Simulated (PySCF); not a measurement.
## A thermochemical cycle for NaTe

CCSD(T) in PySCF with def2-SVPD on every atom (core potentials on Te), for the lowest determinant that a PBE0 search found; no spin–orbit coupling. NaTe, a doublet (π ↑), has De = 1.99 eV to neutral atoms, and NaTe⁺, a triplet (π ↑↑), has De = 0.65 eV to Na⁺ + Te.

At the same level the Na atom ionises at 4.89 eV.

What is the adiabatic ionisation energy of the molecule, and does ionisation strengthen or weaken the bond?

IE = IE(Na) + De(neutral) − De(ion) = 4.89 + 1.99 − 0.65 = 6.23 eV. De changes by -1.34 eV, so ionisation weakens the bond.

Correlated steps freeze 5 core orbitals. Correlated levels converge slowly with the basis: in double zeta they bind strong bonds too weakly, by up to about 1 eV, and carry superposition errors of some tenths. Spin–orbit coupling is left out, which matters for elements this heavy, above all for dissociation energies. For an ion De counts to the pair picked by the measured ionisation energies or electron affinities, which need not be the lowest pair at this level. States were picked by a PBE0 search and need not be the measured ground states.
